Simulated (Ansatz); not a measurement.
Born–Oppenheimer molecular dynamics of CH$_{12}$Si$_{4}$ (17 atoms, charge 0, multiplicity 1). It starts from a relaxed structure.

Level of theory: RKS PBE0-D4/STO-3G in Ansatz 0.2.0.

* ensemble: NVE (velocity Verlet)
* time step: 0.5 fs
* steps asked: 100
* starting velocities drawn for: 2000 K
* masses: H 3.016 u
* seed: 400369

First frame:

```xyz
17
Properties=species:S:1:pos:R:3
Si 0.002 -0.007 -0.021
C 0.029 -0.166 1.857
H -0.983 -0.231 2.267
H 0.571 -1.062 2.174
H 0.518 0.696 2.324
Si 2.120 0.119 -0.761
H 2.879 -1.050 -0.387
H 2.161 0.223 -2.200
H 2.800 1.273 -0.222
Si -1.128 1.858 -0.566
H -2.491 1.806 -0.092
H -0.511 3.033 0.003
H -1.172 2.039 -1.998
Si -1.018 -1.817 -0.878
H -2.375 -1.934 -0.396
H -1.072 -1.749 -2.320
H -0.320 -3.031 -0.524
```

Problem. How far do the bonds stretch over the last three quarters of this one trajectory? (Pairs bonded in most of those frames.)

Solution. 
```json
{"bond": "Si1–C2", "mean (Å)": "1.916", "spread (Å)": "0.031", "shortest": "1.88", "longest": "1.95"}
{"bond": "Si1–Si6", "mean (Å)": "2.223", "spread (Å)": "0.054", "shortest": "2.17", "longest": "2.31"}
{"bond": "Si1–Si10", "mean (Å)": "2.265", "spread (Å)": "0.020", "shortest": "2.22", "longest": "2.29"}
{"bond": "Si1–Si14", "mean (Å)": "2.243", "spread (Å)": "0.015", "shortest": "2.22", "longest": "2.26"}
{"bond": "C2–H3", "mean (Å)": "1.103", "spread (Å)": "0.061", "shortest": "1.01", "longest": "1.20"}
{"bond": "C2–H4", "mean (Å)": "1.101", "spread (Å)": "0.030", "shortest": "1.05", "longest": "1.15"}
{"bond": "C2–H5", "mean (Å)": "1.101", "spread (Å)": "0.024", "shortest": "1.06", "longest": "1.14"}
{"bond": "Si6–H7", "mean (Å)": "1.464", "spread (Å)": "0.087", "shortest": "1.34", "longest": "1.60"}
{"bond": "Si6–H8", "mean (Å)": "1.450", "spread (Å)": "0.027", "shortest": "1.40", "longest": "1.49"}
{"bond": "Si6–H9", "mean (Å)": "1.465", "spread (Å)": "0.024", "shortest": "1.43", "longest": "1.50"}
{"bond": "Si10–H11", "mean (Å)": "1.459", "spread (Å)": "0.096", "shortest": "1.32", "longest": "1.59"}
{"bond": "Si10–H12", "mean (Å)": "1.458", "spread (Å)": "0.076", "shortest": "1.35", "longest": "1.57"}
{"bond": "Si10–H13", "mean (Å)": "1.448", "spread (Å)": "0.028", "shortest": "1.41", "longest": "1.50"}
{"bond": "Si14–H15", "mean (Å)": "1.450", "spread (Å)": "0.021", "shortest": "1.41", "longest": "1.49"}
{"bond": "Si14–H16", "mean (Å)": "1.461", "spread (Å)": "0.086", "shortest": "1.34", "longest": "1.58"}
{"bond": "Si14–H17", "mean (Å)": "1.464", "spread (Å)": "0.093", "shortest": "1.33", "longest": "1.59"}
```

Mean temperature of the second half: 1014 K. The conserved energy stayed within 0.47 meV per atom of its start (net change 0.19 meV per atom), so the integration is sound. A run of 0.05 ps of so small a system gives no equilibrium averages. Limits of this set-up: minimal basis.

Time of the run: 7 min on 1 thread of Arm Neoverse V2 (shared host), peak memory 0.14 GiB.
